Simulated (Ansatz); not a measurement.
Gas-phase electronic energies from Ansatz, PBE0-D4/def2-TZVP geometries. CCSD(T)/CBS is the MP2 limit (def2-TZVPP, def2-QZVPP) plus CCSD(T) − MP2 in def2-TZVPP, frozen cores. This one scheme is used for every species, atoms too. For atomizations the MP2-based limit and the directly extrapolated one differ by several kJ/mol either way, and by 10 to 25 for some Ge, Se and Sn compounds, so smaller differences from it don't rank the levels. DFT in def2-TZVPP. B3LYP here is the variant with VWN-RPA as its local correlation; programs differ in this. No spin–orbit coupling; open shells (•) take unrestricted orbitals. Spin–orbit coupling would lower the free atoms: a little for B, C, F, O.

Reaction (atomization): `CC1=CC(C)=[O+][B-](C)(F)O1` → B• + 6 C• + F• + 10 H• + 2 O•

`CC1=CC(C)=[O+][B-](C)(F)O1`:

Cartesian coordinates in Å:
```
C 1.258 -0.963 2.361
C 0.632 -0.521 1.087
C -0.487 -1.147 0.554
C -1.111 -0.568 -0.545
C -2.409 -1.062 -1.074
O -0.621 0.448 -1.144
B 0.821 0.896 -0.902
C 0.959 2.460 -1.094
F 1.608 0.108 -1.720
O 1.169 0.496 0.533
H 2.280 -1.293 2.155
H 0.703 -1.773 2.830
H 1.326 -0.114 3.044
H -0.929 -1.998 1.049
H -2.817 -1.869 -0.468
H -2.261 -1.414 -2.098
H -3.120 -0.234 -1.119
H 1.988 2.780 -0.913
H 0.310 3.022 -0.418
H 0.701 2.746 -2.118
```

```csv
level,ΔE (kJ/mol),difference from CCSD(T)/CBS
PBE-D4,9150.3,297.6
BLYP-D4,8892.9,40.2
B97M-V,8920.8,68.1
B3LYP-D4,8883.8,31.1
r2SCANh-D4,8887.7,35.0
r2SCAN0-D4,8797.7,-55.0
B2PLYP,8803.6,-49.1
PBE,9101.6,248.9
r2SCANh,8873.6,20.9
CAM-B3LYP,8894.6,41.9
HF/def2-TZVPP,6568.4,-2284.3
MP2/def2-TZVPP,8870.3,17.6
CCSD/def2-TZVPP,8506.8,-345.9
HF/def2-QZVPP,6575.5,-2277.2
MP2/def2-QZVPP,8987.1,134.4
CCSD/CBS(def2),8706.0,-146.7
CCSD(T)/CBS,8852.7,0
```

Largest T1 diagnostic among the species: 0.016.

The D4 term adds +76.8 kJ/mol with B3LYP and +41.3 kJ/mol with PBE0; it sums over pairs of atoms, weighted by their polarisabilities, and B3LYP, whose exchange is more repulsive, gets the larger term. From BLYP to BHLYP (50 % exact exchange), in def2-TZVPP and without D4, ΔE moves by −239.0 kJ/mol: exact exchange takes away binding that semilocal exchange gives to molecules.
